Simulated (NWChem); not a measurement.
**Extrapolating the UMP2 correlation energy of FOS**

```
S
O 1 1.4721
F 1 1.6307 2 108.62
```
Charge 0, spin multiplicity 2.

All runs are NWChem calculations. The geometry was optimised at UPBE0/def2-SVP, a minimum by its harmonic frequencies.

The correlated methods keep 7 core orbitals frozen. The structure started from a generated list of species. The unpaired electrons of the parent sit in orbitals of symmetry a" (Cs labels of the run); other states weren't searched. The stability of the SCF solutions was not checked. Open-shell Hartree-Fock references start from PBE0 orbitals; any time given for them includes that run.

Worked example. The UMP2 correlation energy is -650.07 mHa in cc-pVTZ and -707.94 mHa in cc-pVQZ. The form E(X) = E∞ + A/X³ turns the pair into an estimate of the basis-set limit.

E∞ = (4³·(-707.94) − 3³·(-650.07))/(4³ − 3³) = -750.2 mHa. The larger basis holds 94 % of that, at about 6 times the processor time of the smaller one. This is a two-point estimate.
